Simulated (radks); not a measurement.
The potassium ion K2+, configuration [Ne] 3s2 3p5. Calculated with a radial shooting solver on a logarithmic mesh with Libxc functionals: scalar-relativistic Kohn-Sham, LB94 model potential, spin-polarised, spherical densities, finite nucleus; open shells are filled with parallel spins first; Fermi nuclear charge, rms radius 3.4349 fm.

Unscreened Slater integrals over Kohn-Sham orbitals (cm^-1). They are taken over the spin-up orbitals.

F0(3p,3p): 146060
F2(3p,3p): 73145
F0(3p,3s): 152450
G1(3p,3s): 101060
F0(3p,2p): 199500
F2(3p,2p): 36239
G0(3p,2p): 14199
G2(3p,2p): 14507
F0(3s,3s): 159750
F0(3s,2p): 213000
G1(3s,2p): 16414
F0(2p,2p): 577300
F2(2p,2p): 269140

Derived for the open shells (J is the average intra-shell exchange parameter used in DFT+U). 3p: J = F2/5 = 14630 cm^-1.
